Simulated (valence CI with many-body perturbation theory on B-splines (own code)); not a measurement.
# Hf⁵⁹⁺: calculated level list

Calculated by relativistic CI+MBPT: three valence electrons over a frozen Dirac-Fock core [Ne], radial functions for each j: 11 s, 11 p, 9 d, 7 f, 5 g, 2 h, 1 i, with the one-electron correlation potential Σ1 (screened to all orders), the two-electron term Σ2, the three-electron term Σ3, Breit, model QED; selected single and double excitations, second order for the rest (own B-spline code, finite nucleus).

The last digits are not significant, and no measured levels were compared; by estimate large intervals hold to a few tenths of a per cent, small ones and those within an open d or f shell to about a per cent.

Levels 1 to 45 of 68, with energies above the lowest level, (3s^2 3p1/2) J=1/2. "Leading %" is the weight of the configuration and term that name the level; weights of strongly mixed levels are sums over their largest components and can fall short. In the jj column 3d3/2^4 stands for four electrons in 3d with j = 3/2. Lifetimes count E1, E2, E3, M1 and M2 decay at the calculated energies, and are blank where another channel may lead or the interval is too uncertain; long ones can be off by a factor of two.

| No. | Configuration | Term | J | E (eV) | Leading % | Lifetime | Leading jj | g |
| --- | --- | --- | --- | --- | --- | --- | --- | --- |
| 1 | 3s2.3p | 2P° | 1/2 | 0.0 | 100 |  | 3s^2 3p1/2 (100 %) | 0.648 |
| 2 | 3s.3p2 | 4P | 1/2 | 160.2 | 53 | 28.9 ps | 3s 3p1/2^2 (99 %) | 2.118 |
| 3 | 3s2.3p | 2P° | 3/2 | 319.1 | 99 | 3.13 ns | 3s^2 3p3/2 (99 %) | 1.321 |
| 4 | 3s.3p2 | 4P | 3/2 | 450.2 | 89 | 91.9 ps | 3s 3p1/2 3p3/2 (99 %) | 1.631 |
| 5 | 3s.3p2 | 2D | 5/2 | 467.6 | 61 | 78.2 ps | 3s 3p1/2 3p3/2 (98 %) | 1.337 |
| 6 | 3s.3p2 | 2D | 3/2 | 488.3 | 51 | 1.54 ps | 3s 3p1/2 3p3/2 (81 %) | 0.966 |
| 7 | 3s.3p2 | 2P | 1/2 | 497.9 | 69 | 448 fs | 3s 3p1/2 3p3/2 (98 %) | 1.257 |
| 8 | 3s2.3d | 2D | 3/2 | 544.6 | 81 | 344 fs | 3s^2 3d3/2 (81 %) | 0.827 |
| 9 | 3s2.3d | 2D | 5/2 | 608.6 | 97 | 4.00 ps | 3s^2 3d5/2 (97 %) | 1.198 |
| 10 | 3p3 | 2P° | 3/2 | 645.7 | 29 | 2.97 ps | 3p1/2^2 3p3/2 (60 %) | 1.090 |
| 11 | 3s.3p.3d | 4F° | 3/2 | 659.0 | 60 | 3.48 ps | 3s 3p1/2 3d3/2 (73 %) | 0.694 |
| 12 | 3s.3p.3d | 4F° | 5/2 | 671.1 | 44 | 39.4 ps | 3s 3p1/2 3d3/2 (98 %) | 1.022 |
| 13 | 3s.3p.3d | 4D° | 1/2 | 696.6 | 58 | 526 fs | 3s 3p1/2 3d3/2 (99 %) | 0.395 |
| 14 | 3s.3p.3d | 4D° | 3/2 | 702.6 | 34 | 378 fs | 3s 3p1/2 3d3/2 (86 %) | 1.285 |
| 15 | 3s.3p.3d | 4P° | 5/2 | 743.6 | 38 | 4.03 ps | 3s 3p1/2 3d5/2 (99 %) | 1.350 |
| 16 | 3s.3p.3d | 4F° | 7/2 | 757.0 | 43 | 5.43 ps | 3s 3p1/2 3d5/2 (98 %) | 1.238 |
| 17 | 3s.3p.3d | 2F° | 5/2 | 767.1 | 51 | 4.44 ps | 3s 3p1/2 3d5/2 (98 %) | 1.036 |
| 18 | 3s.3p.3d | 2D° | 3/2 | 772.0 | 37 | 1.70 ps | 3s 3p1/2 3d5/2 (90 %) | 1.109 |
| 19 | 3s.3p2 | 4P | 5/2 | 781.3 | 60 | 1.76 ps | 3s 3p3/2^2 (98 %) | 1.427 |
| 20 | 3s.3p2 | 2S | 1/2 | 817.1 | 68 | 626 fs | 3s 3p3/2^2 (99 %) | 1.919 |
| 21 | 3s.3p2 | 2P | 3/2 | 823.7 | 61 | 310 fs | 3s 3p3/2^2 (98 %) | 1.191 |
| 22 | 3p2.3d | 2D | 3/2 | 851.0 | 40 | 6.32 ps | 3p1/2^2 3d3/2 (98 %) | 0.775 |
| 23 | 3p2.3d | 2D | 5/2 | 937.2 | 33 | 3.44 ps | 3p1/2^2 3d5/2 (98 %) | 1.192 |
| 24 | 3p3 | 2D° | 5/2 | 958.3 | 69 | 913 fs | 3p1/2 3p3/2^2 (69 %) | 1.170 |
| 25 | 3p3 | 4S° | 3/2 | 962.8 | 49 | 389 fs | 3p1/2 3p3/2^2 (92 %) | 1.417 |
| 26 | 3p3 | 2P° | 1/2 | 979.1 | 81 | 513 fs | 3p1/2 3p3/2^2 (81 %) | 0.725 |
| 27 | 3s.3p.3d | 4D° | 3/2 | 990.7 | 43 | 564 fs | 3s 3p3/2 3d3/2 (97 %) | 1.290 |
| 28 | 3s.3p.3d | 4P° | 1/2 | 992.4 | 80 | 720 fs | 3s 3p3/2 3d3/2 (96 %) | 2.162 |
| 29 | 3s.3p.3d | 4D° | 5/2 | 994.3 | 41 | 423 fs | 3s 3p3/2 3d3/2 (79 %) | 1.224 |
| 30 | 3s.3p.3d | 4F° | 7/2 | 997.3 | 42 | 753 fs | 3s 3p3/2 3d3/2 (93 %) | 1.233 |
| 31 | 3s.3p.3d | 2D° | 3/2 | 1023.9 | 61 | 297 fs | 3s 3p3/2 3d3/2 (87 %) | 0.983 |
| 32 | 3s.3p.3d | 2F° | 5/2 | 1037.0 | 67 | 255 fs | 3s 3p3/2 3d3/2 (91 %) | 0.959 |
| 33 | 3s.3p.3d | 2P° | 1/2 | 1042.0 | 65 | 228 fs | 3s 3p3/2 3d3/2 (86 %) | 0.609 |
| 34 | 3s.3p.3d | 4F° | 9/2 | 1043.2 | 100 | 6.95 ns | 3s 3p3/2 3d5/2 (100 %) | 1.321 |
| 35 | 3s.3p.3d | 2D° | 5/2 | 1065.3 | 47 | 1.51 ps | 3s 3p3/2 3d5/2 (97 %) | 1.338 |
| 36 | 3s.3p.3d | 2F° | 7/2 | 1074.0 | 59 | 2.12 ps | 3s 3p3/2 3d5/2 (94 %) | 1.235 |
| 37 | 3s.3p.3d | 2P° | 3/2 | 1077.0 | 42 | 1.35 ps | 3s 3p3/2 3d5/2 (88 %) | 1.150 |
| 38 | 3s.3p.3d | 2F° | 7/2 | 1092.4 | 71 | 529 fs | 3s 3p3/2 3d5/2 (99 %) | 1.196 |
| 39 | 3s.3p.3d | 2P° | 1/2 | 1101.7 | 83 | 1.49 ps | 3s 3p3/2 3d5/2 (92 %) | 0.709 |
| 40 | 3s.3p.3d | 2P° | 3/2 | 1111.9 | 76 | 426 fs | 3s 3p3/2 3d5/2 (98 %) | 1.300 |
| 41 | 3s.3p.3d | 2D° | 5/2 | 1114.2 | 63 | 423 fs | 3s 3p3/2 3d5/2 (94 %) | 1.114 |
| 42 | 3p2.3d | 2F | 5/2 | 1144.7 | 49 | 1.14 ps | 3p1/2 3p3/2 3d3/2 (92 %) | 0.940 |
| 43 | 3p2.3d | 4F | 3/2 | 1152.3 | 40 | 657 fs | 3p1/2 3p3/2 3d3/2 (98 %) | 0.905 |
| 44 | 3p2.3d | 4D | 1/2 | 1155.0 | 81 | 603 fs | 3p1/2 3p3/2 3d3/2 (99 %) | 0.167 |
| 45 | 3p2.3d | 2G | 7/2 | 1159.0 | 50 | 796 fs | 3p1/2 3p3/2 3d3/2 (95 %) | 1.023 |

The ionisation energy to 3s2 1S_0 of the next ion comes out as 6284.9 eV (NIST: 6284 ± 7 eV (theoretical)). All 68 levels together are meant to be complete up to 1335.1 eV.
